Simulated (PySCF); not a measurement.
# Radial density of In (indium, neutral)

UHF, [Kr] 4d10 5s2 6s1, 2S determinant (an excited configuration). Computed with PySCF 2.14 in x2c-TZVPPall with one added diffuse shell each of s, p, d, f type (9s7p5d3f, 76 functions), with the spin-free X2C one-electron Hamiltonian (Gaussian nucleus).

| r (bohr) | 4πr²ρ (e/bohr) | 4πr²(ρα − ρβ) |
| --- | --- | --- |
| 0.0272 | 60.09 | 0.0002 |
| 0.0458 | 54.84 | 0.0000 |
| 0.0770 | 76.71 | 0.0018 |
| 0.129 | 66.94 | -0.0004 |
| 0.218 | 59.69 | 0.0021 |
| 0.366 | 49.60 | 0.0004 |
| 0.616 | 18.99 | 0.0086 |
| 1.04 | 18.15 | -0.0036 |
| 1.74 | 4.314 | 0.0456 |
| 2.93 | 0.8716 | 0.0033 |
| 4.93 | 0.1877 | 0.1222 |
| 8.30 | 0.1485 | 0.1483 |
| 14.0 | 0.0008409 | 0.0008 |

Densities and radii are taken from the X2C orbitals without a picture-change correction, which distorts them close to the nucleus.

The outer electron is Rydberg-like, and this basis confines it to a smaller radius and binds it less than a complete one would.

**Question.** Where is the radial spin density 4πr²(ρα − ρβ) most negative, and why is it negative at all?

**Answer.** Around r = 1.04 bohr, down to -0.0036 e/bohr: exchange with the open shell polarises the paired shells in an unrestricted calculation.
